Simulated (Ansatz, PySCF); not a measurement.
aminoborane (BH4N), SMILES BN. Atoms are numbered in the order given.

```xyz
6

B      0.0000     0.0000    -0.7726
N      0.0000     0.0000     0.6150
H      0.0000    -1.0429    -1.3515
H      0.0000     1.0429    -1.3515
H      0.0000     0.8414     1.1680
H      0.0000    -0.8414     1.1680
```
Charge 0, spin multiplicity 1.

Geometry optimised at B3LYP-D3(BJ)/def2-TZVP.

Two levels are set side by side: PBE-D3(BJ)/def2-TZVP (Ansatz, an electronic-structure program) and B3LYP-D3(BJ)/def2-TZVP (PySCF). Each level has its own optimised geometry; the coordinates shown are those of the second. Frequencies come from the Hessian of PySCF at each geometry. Differences are taken from unrounded values.

| quantity | B3LYP-D3(BJ) | PBE-D3(BJ) | PBE-D3(BJ) minus B3LYP-D3(BJ) |
|---|---|---|---|
| mean bond length (Å) | 1.157 | 1.166 | 0.008 |
| bond B1–N2 (Å) | 1.388 | 1.393 | 0.005 |
| bond B1–H3 (Å) | 1.193 | 1.203 | 0.010 |
| bond B1–H4 (Å) | 1.193 | 1.203 | 0.010 |
| bond N2–H5 (Å) | 1.007 | 1.015 | 0.008 |
| bond N2–H6 (Å) | 1.007 | 1.015 | 0.008 |
| highest harmonic wavenumber (cm⁻¹) | 3664 | 3586 | -78 |
| mean harmonic wavenumber (cm⁻¹) | 1754 | 1710 | -44 |
| zero-point energy (kcal/mol) | 30.09 | 29.33 | -0.76 |

GGA bonds tend to be longer and softer than those of functionals with exact exchange. Differences between two approximate levels are no errors against the true value.
